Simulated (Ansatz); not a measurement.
`CB(N)S` + HBr → `CB(N)Br` + H₂S at 400 K and 1 bar (ligand exchange at a B–S bond).

Program: Ansatz. Geometries: PBE0-D4/def2-TZVP. ΔE: electronic, gas phase. CBS: MP2 limit from def2 TZ/QZ plus the TZ coupled-cluster correction, frozen cores. This one scheme is used for every species. For Br outer-core shells are correlated without core-valence functions, which leaves a few kJ/mol of doubt a bond. Scalar relativity is left out up to krypton. Each species was taken in one conformer, which may not be the lowest.

```tsv
species	CCSD(T)/CBS energy (Eh)	H − E (kJ/mol)	S (J/(mol·K))
`CB(N)S`	-519.02643	233.9	351.9
HBr	-2573.91920	27.6	207.2
`CB(N)Br`	-2693.98242	208.3	345.3
H₂S	-398.97279	53.4	215.9
```

H − E and S are ideal-gas, rigid-rotor, harmonic terms from PBE0-D4/def2-TZVP, for one conformer and one mirror image of each species. 1 Eh = 2625.50 kJ/mol, R = 8.31446 J/(mol·K).

Q: By hand: ΔE, ΔH, ΔS and ΔG.

A: ΔE = (-2693.98242) + (-398.97279) − (-519.02643) − (-2573.91920) = -0.00958 Eh = -25.2 kJ/mol. Δ(H − E) = 208.3 + 53.4 − 233.9 − 27.6 = 0.2, so ΔH = -25.0 kJ/mol. ΔS = 345.3 + 215.9 − 351.9 − 207.2 = 2.1 J/(mol·K). ΔG = -25.0 − 400 × (2.1)/1000 = -25.8 kJ/mol.

Q: By hand: the equilibrium constant, and the temperature at which ΔG would vanish if ΔH and ΔS stayed fixed.

A: log₁₀ K = −ΔG/(RT ln 10) = 3.4. ΔH and −TΔS have one sign here, so there is no such temperature.

The number of gas molecules stays the same, so ΔS is small and ΔH decides. A doubt of 5 kJ/mol in ΔE shifts log₁₀ K by 0.7 here. Other conformers and mirror images would add mixing entropy, several J/(mol·K) or more a flexible species. Modes under 60 cm⁻¹, often nearly free rotors, make the harmonic entropy too high. These are equilibria of isolated gas molecules and say nothing of rates. Largest T1 diagnostic: 0.011 (customary marks: 0.02 for closed shells, 0.045 for open ones).

ΔS is within the doubt of such terms, so its sign, and with it that verdict, could turn.
